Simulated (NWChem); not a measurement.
Species: ZrH₄S₂; SMILES [SH][ZrH2][SH]

```xyz
7

Zr    -0.5398    -0.1140    -0.1675
H     -1.5642     0.1976    -1.6837
H     -1.5912    -0.3227     1.3524
S      0.8496     1.8515     0.1515
H      1.9889     1.1046     0.0393
S      0.7815    -2.1181    -0.4411
H      0.2430    -2.4170     0.7899
```
Atoms are numbered in this order, from 1.

Program: NWChem. The geometry was optimised at PBE-D3(BJ)/def2-SVP. def2 effective core potentials on Zr; no spin-orbit coupling. Static field.

Problem. Estimate the computed values for PBE/def2-SVPD. Quantities: isotropic polarisability (bohr³); anisotropy (bohr³).

Solution. 
| Quantity | Result |
|---|---|
| isotropic polarisability (bohr³) | 97.3 |
| anisotropy (bohr³) | 29.0 |
